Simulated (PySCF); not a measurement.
Species: C2H8FGaO.
Atom-mapped SMILES: `[CH3:1][O+:2]([CH3:3])[GaH2-:4][F:5]` (hydrogens: H6, H7, H8 on C1; H9, H10, H11 on C3; H12, H13 on Ga4)

Level of theory: PBE0-D3(BJ)/def2-SVP geometry optimisation, gas phase in PySCF 2.14.0.

Give the optimised bond lengths and angles.

```tsv
bond	length (Å)
C1–O2, O2–C3	1.420
O2–Ga4	2.112
Ga4–F5	1.789
C1–H6 and 5 like bonds	1.100
Ga4–H12, Ga4–H13	1.568
```

Bonds in one row agree within 0.01 Å and their mean is given. A selection of angles:
```tsv
angle	degrees
O2–C1–H6	109.6
O2–C1–H8	107.2
H6–C1–H7	110.4
C1–O2–C3	113.3
C1–O2–Ga4	113.2
H9–C3–H11	110.5
O2–Ga4–F5	89.8
O2–Ga4–H12	100.4
F5–Ga4–H12	113.0
H12–Ga4–H13	129.0
```

Dihedral angles: C1–O2–Ga4–F5 67° (synclinal). The mirror-image conformer, all signs reversed, is as good.

O2 (oxygen bonded to 2 C and Ga) is pyramidal (angles 113.3°, 113.2° and 112.7°, sum 339.1°, 0.43 Å off the plane of its three neighbours). Of the pairs four or more bonds apart, H6···H9 is among the closest relative to their van der Waals radii: 2.41 Å, 100 % of the sum of Bondi's values. Ga4 (gallium bonded to F, O and 2 H) has angles from 89.8° to 129.0°.

Point group: near Cs, missed by 0.09 Å at most; the miss may be what the optimiser left on a soft mode. No PBE0-D3(BJ)/def2-SVP frequencies stand behind this structure, so it isn't proved a minimum. One conformer, not necessarily the lowest.
